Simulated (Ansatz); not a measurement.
Reaction (cleavage of the Si–Si bond): `[SiH3][SiH]([SiH3])[SiH3]` + `N[SiH](O)F` → `O[SiH](F)N[SiH3]` + `[SiH3][SiH2][SiH3]`

Isolated molecules relaxed with PBE0-D4/def2-TZVP in Ansatz; ΔE leaves out vibrations. CBS: MP2 limit from def2 TZ/QZ plus the TZ coupled-cluster correction, frozen cores. This one scheme is used for every species. Functionals use def2-TZVPP. B3LYP here is the variant with VWN-RPA as its local correlation; programs differ in this. Each species was taken in one conformer, which may not be the lowest.

| level | ΔE (kJ/mol) | difference from CCSD(T)/CBS |
| --- | --- | --- |
| PBE-D4 | -18.3 | 19.6 |
| r2SCAN-D4 | -31.3 | 6.6 |
| PBE0-D4 | -23.6 | 14.3 |
| B3LYP-D4 | -37.2 | 0.7 |
| ωB97X-V | -38.1 | -0.2 |
| ωB97M-V | -41.6 | -3.7 |
| B2PLYP | -42.1 | -4.2 |
| PBE | -20.1 | 17.8 |
| r2SCAN | -32.0 | 5.9 |
| PBE0 | -25.5 | 12.4 |
| B3LYP | -40.1 | -2.2 |
| HF/def2-TZVPP | -59.0 | -21.1 |
| MP2/def2-TZVPP | -42.4 | -4.5 |
| SCS-MP2/def2-TZVPP | -47.6 | -9.7 |
| CCSD/def2-TZVPP | -42.1 | -4.2 |
| CCSD(T)/def2-TZVPP | -38.9 | -1.0 |
| HF/def2-QZVPP | -60.5 | -22.6 |
| MP2/def2-QZVPP | -42.3 | -4.4 |
| SCS-MP2/def2-QZVPP | -47.4 | -9.5 |
| HF/CBS(def2) | -60.7 | -22.8 |
| MP2/CBS(def2) | -41.4 | -3.5 |
| CCSD/CBS(def2) | -41.1 | -3.2 |
| CCSD(T)/CBS | -37.9 | 0 |

Largest T1 diagnostic among the species: 0.014.

In def2-TZVPP, CCSD(T) changes the Hartree–Fock value by +20.1 kJ/mol (the triples alone add +3.1 kJ/mol) and MP2 by +16.6 kJ/mol. From PBE to PBE0 (25 % exact exchange), in def2-TZVPP and without D4, ΔE moves by −5.3 kJ/mol.

CCSD(T)/CBS has its own doubt, a few kJ/mol and more with outer-core shells, so smaller differences from it don't rank the levels.
